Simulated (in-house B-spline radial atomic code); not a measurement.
Radial electron density of the carbon ion C³⁺, [He] 6d1. Method: Dirac-Hartree-Fock, average of configuration, Fermi nucleus of rms radius 2.4702 fm. Calculated with a B-spline radial code for spherical atoms.

Columns: r (bohr), 4πr²n(r) (electrons per bohr), bar.

```
  0.0112   0.1702 #
  0.0137   0.2471 ##
  0.0168   0.3579 ###
  0.0206   0.5141 ####
  0.0252    0.728 #####
  0.0308    1.017 #######
  0.0377    1.403 ##########
  0.0462    1.904 ##############
  0.0565    2.519 ##################
  0.0692    3.252 ########################
  0.0847    4.058 ##############################
   0.104    4.879 ####################################
   0.127    5.564 #########################################
   0.155    5.991 ############################################
    0.19    6.018 ############################################
   0.233    5.539 ########################################
   0.285    4.598 ##################################
   0.349    3.359 #########################
   0.427    2.107 ###############
   0.522    1.101 ########
   0.639   0.4574 ###
   0.782   0.1492 #
   0.958  0.04528 
    1.17  0.02773 
    1.43  0.03067 
    1.76  0.02726 
    2.15  0.01131 
    2.63 4.161e-05 
    3.22  0.01923 
    3.94  0.04306 
    4.83  0.01613 
    5.91 0.007299 
    7.23  0.06237 
    8.85  0.02527 
    10.8   0.0198 
    13.3   0.1286 #
    16.2  0.09148 #
    19.9  0.01667 
    24.3 0.0008686 
    29.8 9.657e-06 
    36.4 2.136e-08 
    44.6 5.795e-12
```

On this grid the curve has 5 maxima, near 0.19, 1.43, 3.94, 7.23, 13.3 bohr.

The 1s1/2 radial function P(r) = rR(r), positive near the nucleus, with its small component Q(r) (sign convention: Q ≈ (P' + κP/r)/2c):

```tsv
r (bohr)	P	Q
0.00333	0.09101	-0.001992
0.00499	0.135	-0.002953
0.00748	0.1993	-0.004357
0.0112	0.2917	-0.006371
0.0168	0.4229	-0.009226
0.0252	0.6032	-0.01313
0.0377	0.8373	-0.01817
0.0565	1.122	-0.02422
0.0847	1.424	-0.03051
0.127	1.668	-0.03535
0.19	1.734	-0.03626
0.285	1.516	-0.0312
0.427	1.026	-0.02081
0.639	0.4764	-0.009548
0.958	0.1249	-0.002482
1.43	0.01435	-0.0002839
```
